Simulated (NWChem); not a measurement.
Program: NWChem. System: C2H5FSi, charge 0, spin multiplicity 1, at a geometry optimised with PBE0/def2-SVP. The structure started from a generated list of species. Level: RHF/def2-TZVP.

Job file:

```
start mol
memory heap 200 mb stack 800 mb global 1000 mb
geometry units angstroms nocenter noautoz
  C      0.926218     1.472137     0.000000
  C     -0.028335     0.542196     0.000000
  F     -1.321367     0.917747     0.000000
  Si     0.215611    -1.329527     0.000000
  H      1.977111     1.179545     0.000000
  H      0.675071     2.536823     0.000000
  H      1.680392    -1.610069     0.000000
  H     -0.423058    -1.919321    -1.212944
  H     -0.423058    -1.919321     1.212944
  symmetry group Cs
end
basis spherical
  * library def2-tzvp
end
scf
  rhf
  nopen 0
  maxiter 100
  thresh 1e-7
  semidirect memsize 60000000 filesize 0
end
task scf energy
```

Output (cleaned and shortened):

```
             Northwest Computational Chemistry Package (NWChem) 7.3.0
             --------------------------------------------------------

                                NWChem Input Module
                                -------------------

 Scaling coordinates for geometry "geometry" by  1.889725989
 (inverse scale =  0.529177249)

 Turning off AUTOSYM since
 SYMMETRY directive was detected!

                             Geometry "geometry" -> ""
                             -------------------------

 Output coordinates in angstroms (scale by  1.889725989 to convert to a.u.)

  No.       Tag          Charge          X              Y              Z
 ---- ---------------- ---------- -------------- -------------- --------------
    1 C                    6.0000     0.92621800     1.47213700     0.00000000
    2 C                    6.0000    -0.02833500     0.54219600     0.00000000
    3 F                    9.0000    -1.32136700     0.91774700     0.00000000
    4 Si                  14.0000     0.21561100    -1.32952700     0.00000000
    5 H                    1.0000     1.97711100     1.17954500     0.00000000
    6 H                    1.0000     0.67507100     2.53682300     0.00000000
    7 H                    1.0000     1.68039200    -1.61006900     0.00000000
    8 H                    1.0000    -0.42305800    -1.91932100    -1.21294400
    9 H                    1.0000    -0.42305800    -1.91932100     1.21294400

 Effective nuclear repulsion energy (a.u.)     154.6115565640

            Nuclear Dipole moment (a.u.)
            ----------------------------
        X                 Y               Z
 ---------------- ---------------- ----------------
     0.0000132281     0.0000000000     0.0000000000

      Symmetry information
      --------------------

 Group name             Cs
 Group number              2
 Group order               2
 No. of unique centers     8

      Symmetry unique atoms

     1    2    3    4    5    6    7    8


 Summary of "ao basis" -> "" (spherical)
 ------------------------------------------------------------------------------
       Tag                 Description            Shells   Functions and Types
 ---------------- ------------------------------  ------  ---------------------
 *                         def2-tzvp                  on all atoms

 Summary of "ao basis" -> "ao basis" (spherical)
 ------------------------------------------------------------------------------
       Tag                 Description            Shells   Functions and Types
 ---------------- ------------------------------  ------  ---------------------
 C                         def2-tzvp                11       31   5s3p2d1f
 F                         def2-tzvp                11       31   5s3p2d1f
 Si                        def2-tzvp                13       37   5s5p2d1f
 H                         def2-tzvp                 4        6   3s1p

                                 NWChem SCF Module
                                 -----------------

  ao basis        = "ao basis"
  functions       =   160
  atoms           =     9
  closed shells   =    20
  open shells     =     0
  charge          =   0.00
  wavefunction    = RHF
  use symmetry    = T
  symmetry adapt  = T

 Summary of "ao basis" -> "ao basis" (spherical)
 ------------------------------------------------------------------------------
       Tag                 Description            Shells   Functions and Types
 ---------------- ------------------------------  ------  ---------------------
[...]
     1 a'          2 a"

  Orbital symmetries:

     1 a'          2 a'          3 a'          4 a'          5 a'
     6 a'          7 a'          8 a"          9 a'         10 a'
    11 a'         12 a'         13 a'         14 a"         15 a'
    16 a'         17 a"         18 a'         19 a'         20 a"
    21 a"         22 a'         23 a'         24 a'         25 a"
    26 a'         27 a'         28 a'         29 a'         30 a"

             Final eigenvalues
             -----------------

              1
    1  -68.7862
    2  -26.3033
    3  -11.3141
    4  -11.2435
    5   -6.1360
    6   -4.2424
    7   -4.2422
    8   -4.2421
    9   -1.6227
   10   -1.0458
   11   -0.8317
   12   -0.7544
   13   -0.6907
   14   -0.6896
   15   -0.6560
   16   -0.5853
   17   -0.4953
   18   -0.4940
   19   -0.4830
   20   -0.3819
   21    0.1216
   22    0.1237
   23    0.1557
   24    0.1625
   25    0.1671
   26    0.1924
   27    0.2060
   28    0.2401
   29    0.2653
   30    0.2813

                       ROHF Final Molecular Orbital Analysis
                       -------------------------------------

 Vector   18  Occ=2.000000D+00  E=-4.940469D-01  Symmetry=a'
              MO Center=  8.3D-01, -1.5D+00, -1.2D-13, r^2= 2.2D+00
   Bfn.  Coefficient  Atom+Function         Bfn.  Coefficient  Atom+Function
  ----- ------------  ---------------      ----- ------------  ---------------
   108      0.306037  4 Si px               144      0.274194  7 H  s
   145      0.175243  7 H  s                143      0.162669  7 H  s

 Vector   19  Occ=2.000000D+00  E=-4.830382D-01  Symmetry=a'
              MO Center= -2.0D-02, -9.0D-03, -3.6D-14, r^2= 3.0D+00
   Bfn.  Coefficient  Atom+Function         Bfn.  Coefficient  Atom+Function
  ----- ------------  ---------------      ----- ------------  ---------------
    38      0.266888  2 C  py                41      0.260549  2 C  py
   109     -0.243937  4 Si py                69     -0.185084  3 F  py
    72     -0.161696  3 F  py                 7     -0.160836  1 C  py

 Vector   20  Occ=2.000000D+00  E=-3.818727D-01  Symmetry=a"
              MO Center=  3.8D-01,  8.7D-01,  1.5D-14, r^2= 2.2D+00
   Bfn.  Coefficient  Atom+Function         Bfn.  Coefficient  Atom+Function
  ----- ------------  ---------------      ----- ------------  ---------------
     8      0.268757  1 C  pz                11      0.266972  1 C  pz
    42      0.256618  2 C  pz                39      0.249640  2 C  pz
    14      0.189703  1 C  pz                70     -0.152138  3 F  pz

 Vector   21  Occ=0.000000D+00  E= 1.215639D-01  Symmetry=a"
              MO Center=  4.7D-01,  4.1D-01,  3.0D-13, r^2= 4.2D+00
   Bfn.  Coefficient  Atom+Function         Bfn.  Coefficient  Atom+Function
  ----- ------------  ---------------      ----- ------------  ---------------
   113     -0.701403  4 Si pz                14      0.678167  1 C  pz
   151     -0.614804  8 H  s                157      0.614804  9 H  s
    45     -0.451932  2 C  pz                 8      0.222248  1 C  pz
    42     -0.213140  2 C  pz                39     -0.201519  2 C  pz
    11      0.180115  1 C  pz

 Vector   22  Occ=0.000000D+00  E= 1.236682D-01  Symmetry=a'
              MO Center=  3.5D-01, -2.1D+00,  4.6D-14, r^2= 5.7D+00
   Bfn.  Coefficient  Atom+Function         Bfn.  Coefficient  Atom+Function
  ----- ------------  ---------------      ----- ------------  ---------------
   112      2.432011  4 Si py                36     -2.155554  2 C  s
    98      1.957748  4 Si s                 44      1.725969  2 C  py
     5     -0.843522  1 C  s                111     -0.524812  4 Si px
   145      0.470103  7 H  s                109      0.407018  4 Si py
    41      0.275575  2 C  py                12      0.270212  1 C  px

 Vector   23  Occ=0.000000D+00  E= 1.556584D-01  Symmetry=a'
              MO Center= -3.1D-01, -1.4D+00,  1.7D-12, r^2= 5.2D+00
   Bfn.  Coefficient  Atom+Function         Bfn.  Coefficient  Atom+Function
  ----- ------------  ---------------      ----- ------------  ---------------
   111      2.216708  4 Si px               145     -1.708114  7 H  s
   151      0.953966  8 H  s                157      0.953966  9 H  s
     5      0.800415  1 C  s                112      0.622285  4 Si py
    36     -0.597510  2 C  s                 43     -0.468370  2 C  px
   133     -0.395768  5 H  s                 44     -0.252975  2 C  py

 center of mass
 --------------
 x =  -0.11891548 y =   0.06627048 z =   0.00000000

 moments of inertia (a.u.)
 ------------------
         413.481542638292          41.877921396545           0.000000000000
          41.877921396545         196.573143034627           0.000000000000
           0.000000000000           0.000000000000         588.874766853717

  Mulliken analysis of the total density
  --------------------------------------

    Atom       Charge   Shell Charges
 -----------   ------   -------------------------------------------------------
    1 C    6     6.27   0.85  1.12  0.50  0.60  0.12  1.23  1.31  0.47  0.02  0.05  0.01
    2 C    6     5.94   0.86  1.12  0.50  0.64  0.09  1.15  1.25  0.15  0.03  0.14  0.02
    3 F    9     9.28   0.77  1.20  0.59  1.01  0.35  2.24  2.27  0.83  0.00  0.02  0.00
    4 Si  14    13.67   2.00  0.58  1.39  0.80  0.42  4.12  1.73  0.53  1.41  0.32  0.14  0.19  0.03
    5 H    1     0.85   0.26  0.49  0.08  0.02
    6 H    1     0.85   0.26  0.48  0.09  0.02
    7 H    1     1.05   0.24  0.56  0.24  0.01
    8 H    1     1.04   0.24  0.56  0.23  0.01
    9 H    1     1.04   0.24  0.56  0.23  0.01

       Multipole analysis of the density wrt the origin
       ------------------------------------------------

     L   x y z        total         open         nuclear
     -   - - -        -----         ----         -------
     0   0 0 0     -0.000000      0.000000     40.000000

     1   1 0 0      0.601129      0.000000      0.000013
     1   0 1 0     -0.091764      0.000000      0.000000
     1   0 0 1      0.000000      0.000000      0.000000

     2   2 0 0    -24.674424      0.000000    103.787229
     2   1 1 0      1.422247      0.000000    -13.839254
     2   1 0 1      0.000000      0.000000      0.000000
     2   0 2 0    -22.882433      0.000000    231.694272
     2   0 1 1      0.000000      0.000000      0.000000
     2   0 0 2    -25.238444      0.000000     10.507736

 Task  times  cpu:       15.5s     wall:       15.5s

 Total times  cpu:       15.5s     wall:       15.5s
```
